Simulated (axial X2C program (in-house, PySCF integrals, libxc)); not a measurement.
# Which molecule has these constants?

All values come from calculations with an axial X2C code built on PySCF integrals, spin-free (one-electron X2C) or two-component (2c: spin–orbit coupling with atomic mean-field Coulomb and Gaunt terms, which also bring small scalar terms), in Dyall basis sets with cores contracted in-house; open shells are unrestricted.

A two-component PBE0 calculation in a Dyall 3-zeta basis gave Re = 2.086 Å, ωe = 449.3 cm⁻¹, De = 1.81 eV, dipole magnitude 1.62 D, Ω = 0.

Question: Which molecule is it?
A. CuB
B. AuB
C. AgB

Answer: C. The others have CuB 1.914 Å and 544.3 cm⁻¹ (Ω = 0); AuB 1.915 Å and 658.0 cm⁻¹ (Ω = 0).

Each entry is the lowest single determinant of a limited PBE0 search at one distance. De goes to single-determinant-based atoms at the same level (for ions the charge split of lowest energy) and is withheld (n/a) where an atom does not fit its ground term or J level. Main or longest-lived isotopes. Some light 2c atoms are not at their ground J level, so De misses part of their lowering (0.04 eV or less). The functionals have no current term, which raises determinants with orbital currents.
